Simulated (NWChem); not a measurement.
System meant: CH$_{3}$NO$_{3}$Si; SMILES O=C=N[SiH](O)O

Here is an NWChem input.

```
start job
memory heap 200 mb stack 900 mb global 1100 mb
geometry units angstroms noautoz
  Si    -0.055983     0.949409     0.435508
  O     -1.475184     1.526022    -0.202869
  O      1.230974     1.796797    -0.202106
  N      0.218906    -0.723759     0.043358
  C      0.132602    -1.927756    -0.066802
  O      0.081791    -3.101188    -0.194735
  H     -0.201042     1.081325     1.908454
  H     -1.475513     1.660255    -1.167218
  H      2.009145     1.252073    -0.412131
end
basis spherical
  * library def2-svp
end
dft
  xc xpbe96 cpbe96
  iterations 4
  mulliken
end
task dft energy
```

End of the output:

```
    Atom       Charge   Shell Charges
 -----------   ------   -------------------------------------------------------
    1 Si  14    13.47   2.00  1.92  0.59  0.28  5.81  1.21  0.89  0.77
    2 O    8     8.19   1.97  0.88  0.60  2.70  2.02  0.01
    3 O    8     8.21   1.97  0.88  0.60  2.70  2.03  0.01
    4 N    7     7.23   1.97  0.76  0.45  2.28  1.74  0.03
    5 C    6     5.92   1.96  0.61  0.26  1.81  1.02  0.26
    6 O    8     8.07   1.97  0.93  0.64  2.66  1.84  0.03
    7 H    1     1.10   0.65  0.43  0.02
    8 H    1     0.91   0.55  0.18  0.18
    9 H    1     0.91   0.55  0.18  0.18

 center of mass
 --------------
 x =  -0.00842975 y =  -0.06914934 z =  -0.00187585

 moments of inertia (a.u.)
 ------------------
        1208.260042525554           0.000000000000          -0.000000000000
           0.000000000000         278.369818711273          -0.000000000000
          -0.000000000000          -0.000000000000        1400.644947178564

     Multipole analysis of the density
     ---------------------------------

     L   x y z        total         alpha         beta         nuclear
     -   - - -        -----         -----         ----         -------
     0   0 0 0      0.000000    -27.000000    -27.000000     54.000000

     1   1 0 0      0.427308      0.213654      0.213654      0.000000
     1   0 1 0      0.302894      0.151447      0.151447     -0.000000
     1   0 0 1     -0.460881     -0.230440     -0.230440      0.000000

     2   2 0 0    -28.255337    -78.520009    -78.520009    128.784680
     2   1 1 0     -0.521232     -0.057204     -0.057204     -0.406824
     2   1 0 1      1.082519      0.127831      0.127831      0.826856
     2   0 2 0    -37.938421   -315.034432   -315.034432    592.130442
     2   0 1 1     -1.714773     -0.395067     -0.395067     -0.924639
     2   0 0 2    -27.667937    -29.174665    -29.174665     30.681393

 ------------------------------------------------------------------------
 dft energy failed                                                                                  0
 ------------------------------------------------------------------------
 ------------------------------------------------------------------------
  current input line :
    22: task dft energy
 ------------------------------------------------------------------------
 ------------------------------------------------------------------------
 This type of error is most commonly associated with calculations not reaching convergence criteria
 ------------------------------------------------------------------------
 For more information see the NWChem manual at https://nwchemgit.github.io

0:dft energy failed:Received an Error in Communication
```

Problem. What is wrong, and how is it mended?

Solution. The run did not converge; its last values are not results. Cause: the SCF was allowed too few iterations. This input runs:
```
start job
memory heap 200 mb stack 900 mb global 1100 mb
geometry units angstroms noautoz
  Si    -0.055983     0.949409     0.435508
  O     -1.475184     1.526022    -0.202869
  O      1.230974     1.796797    -0.202106
  N      0.218906    -0.723759     0.043358
  C      0.132602    -1.927756    -0.066802
  O      0.081791    -3.101188    -0.194735
  H     -0.201042     1.081325     1.908454
  H     -1.475513     1.660255    -1.167218
  H      2.009145     1.252073    -0.412131
end
basis spherical
  * library def2-svp
end
dft
  xc xpbe96 cpbe96
  iterations 150
  mulliken
end
task dft energy
```
It converges to -609.14270 Ha (PBE/def2-SVP).
